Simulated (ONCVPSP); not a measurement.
**cobalt ONCV: all-electron and pseudo phase curves**

- Element: cobalt
- Generator: ONCVPSP 4.0.1
- Type: optimised norm-conserving Vanderbilt (ONCV)
- Functional: LDA (Perdew-Wang 92)
- Relativity: scalar-relativistic
- Frozen core: [Ne]
- Valence charge: 17
- Reference configuration: 3s2 3p6 3d7 4s2
- Partial waves: 3s+4s: rc 1.05 bohr, ncon 3, nbas 7, qcut 12.8 1/bohr, 2 projectors; 3p: rc 1.20 bohr, ncon 4, nbas 8, qcut 9.3 1/bohr, 3 projectors, debl 3.7 Ha; 3d: rc 1.05 bohr, ncon 4, nbas 8, qcut 14 1/bohr, local
- Local potential: the d channel
- Core correction: Teter function fitted to the true core (icmod 2), fcfact 0.2

The phase is arctan(r·R′/R) of the radial function R(r), unwrapped; energies in Ha, scanned from -5 to 5 Ha. A pole is an energy at which the radial function vanishes at the test radius. The pseudo phase is shifted by a multiple of π to meet the all-electron one at the reference energy, and phase errors are pseudo minus all-electron; the curves can meet again beyond the range given. Levels narrower than the energy grid can be missing from the lists of poles.

Question: For each channel, where are the poles, and over which energies does the pseudopotential scatter like the atom?

Answer:

```json
{"channel": "s", "radius (bohr)": "1.06", "reference energy (Ha)": "-0.21", "poles, all-electron": "-1.65", "poles, pseudo": "-1.65", "unbroken range about the reference energy with phases within 0.05 rad": "the whole range", "phase error 1 Ha above the reference energy (rad)": "+0.000"}
{"channel": "p", "radius (bohr)": "1.22", "reference energy (Ha)": "-2.41", "poles, all-electron": "-1.29", "poles, pseudo": "-1.29", "unbroken range about the reference energy with phases within 0.05 rad": "the whole range", "phase error 1 Ha above the reference energy (rad)": "-0.000"}
{"channel": "d", "radius (bohr)": "1.06", "reference energy (Ha)": "-0.31", "poles, all-electron": "1.76", "poles, pseudo": "1.92", "unbroken range about the reference energy with phases within 0.05 rad": "below 3.3", "phase error 1 Ha above the reference energy (rad)": "+0.006"}
```

Note: ghosts flagged at negative energy: s at -190.8 eV; no localised positive-energy state flagged. A true bound ghost makes a file unfit for plane-wave use.

Phases in the p channel:

| E (Ha) | all-electron | pseudo |
| --- | --- | --- |
| -4.96 | 0.977 | 0.977 |
| -4.72 | 0.912 | 0.912 |
| -4.48 | 0.827 | 0.827 |
| -4.24 | 0.709 | 0.709 |
| -4.00 | 0.542 | 0.542 |
| -3.76 | 0.302 | 0.303 |
| -3.52 | -0.025 | -0.025 |
| -3.28 | -0.402 | -0.402 |
| -3.04 | -0.740 | -0.740 |
| -2.80 | -0.992 | -0.992 |
| -2.56 | -1.169 | -1.169 |
| -2.32 | -1.294 | -1.294 |
| -2.08 | -1.386 | -1.386 |
| -1.84 | -1.456 | -1.456 |
| -1.60 | -1.513 | -1.513 |
| -1.36 | -1.559 | -1.559 |
| -1.12 | -1.599 | -1.599 |
| -0.88 | -1.635 | -1.635 |
| -0.64 | -1.667 | -1.667 |
| -0.40 | -1.697 | -1.697 |
| -0.16 | -1.726 | -1.726 |
| 0.08 | -1.754 | -1.754 |
| 0.32 | -1.782 | -1.782 |
| 0.56 | -1.811 | -1.811 |
| 0.80 | -1.841 | -1.841 |
| 1.04 | -1.874 | -1.874 |
| 1.28 | -1.909 | -1.909 |
| 1.52 | -1.947 | -1.947 |
| 1.76 | -1.991 | -1.991 |
| 2.00 | -2.040 | -2.040 |
| 2.24 | -2.099 | -2.099 |
| 2.48 | -2.167 | -2.167 |
| 2.72 | -2.250 | -2.250 |
| 2.96 | -2.352 | -2.352 |
| 3.20 | -2.477 | -2.477 |
| 3.44 | -2.630 | -2.630 |
| 3.68 | -2.814 | -2.814 |
| 3.92 | -3.025 | -3.024 |
| 4.16 | -3.247 | -3.247 |
| 4.40 | -3.462 | -3.462 |
| 4.64 | -3.654 | -3.654 |
| 4.88 | -3.815 | -3.814 |
